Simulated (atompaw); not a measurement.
# Cutoff test, sulfur (S), PAW (atompaw)

```json
{"Element": "sulfur (S)", "Generator": "atompaw 4.2.0.5", "Type": "PAW", "Functional": "PBE", "Relativity": "non-relativistic", "Frozen core": "[Ne]", "Valence charge": "6", "Reference configuration": "3s2 3p4", "Partial waves": "3s (bound): rc 1.20 bohr; 3s channel at 1.7 Ry: rc 1.20 bohr; 3p (bound): rc 1.20 bohr; 3p channel at 2 Ry: rc 1.20 bohr", "Local potential": "troulliermartins scheme with l = 2 at 1 Ry, radius 0.95 bohr", "Core correction": "smooth core density matched at 1.05 bohr", "Augmentation charge": "sinc compensation charge, radius 1.00 bohr; PAW radius 1.20 bohr; waves and projectors: custom rrkj gramschmidtortho"}
```

The pseudo-atom Hamiltonian at the reference potential is diagonalised in spherical Bessel functions j_l(qr) that vanish at 20 bohr, with q² up to the cutoff. All-electron valence levels (Ry): 3s -1.2600, 3p -0.5161.

**Question.** How do the lowest levels (Ry) of each channel move with the cutoff, and are there ghosts?

**Answer.**

```csv
cutoff (Ry),s #1,s #2,p #1,p #2,p #3,d #1,d #2,f #1,f #2,Σ f·Δε (mRy)
8,-1.3125,-0.0322,-0.4982,0.0312,0.1172,0.0704,0.1561,0.1171,0.2496,176.3
12,-1.3129,-0.0325,-0.5118,0.0308,0.1162,0.0703,0.1551,0.1171,0.2496,122.9
15,-1.3138,-0.0336,-0.5121,0.0307,0.1161,0.0703,0.1547,0.1171,0.2496,123.4
21,-2.1776,-1.2159,-0.5130,0.0307,0.1161,0.0702,0.1540,0.1171,0.2496,100.8
25,-3.8102,-1.2538,-0.5142,0.0307,0.1161,0.0701,0.1538,0.1171,0.2496,20.2
35,-7.2901,-1.2594,-0.5157,0.0307,0.1160,0.0701,0.1533,0.1171,0.2496,3.1
45,-8.7328,-1.2596,-0.5161,0.0306,0.1159,0.0701,0.1531,0.1171,0.2496,1.2
50,-9.2273,-1.2598,-0.5161,0.0306,0.1159,0.0701,0.1529,0.1171,0.2496,0.6
60,-9.6279,-1.2600,-0.6186,-0.5153,0.0307,0.0700,0.1528,0.1171,0.2496,3.3
70,-9.8417,-1.2600,-1.4137,-0.5161,0.0307,0.0700,0.1527,0.1171,0.2496,0.3
90,-9.9847,-1.2600,-1.9681,-0.5161,0.0306,0.0700,0.1526,0.1171,0.2496,0.2
400,-10.0190,-1.2601,-2.1467,-0.5161,0.0306,0.0700,0.1525,0.1171,0.2496,0.0
```

Result: ghost states, extra bound levels that the all-electron valence spectrum of the same l lacks: s at -136.3 eV, p at -29.2 eV (a true bound ghost makes a file unfit for plane-wave use); 10 mRy is reached at 30 Ry and 1 mRy at 70 Ry.
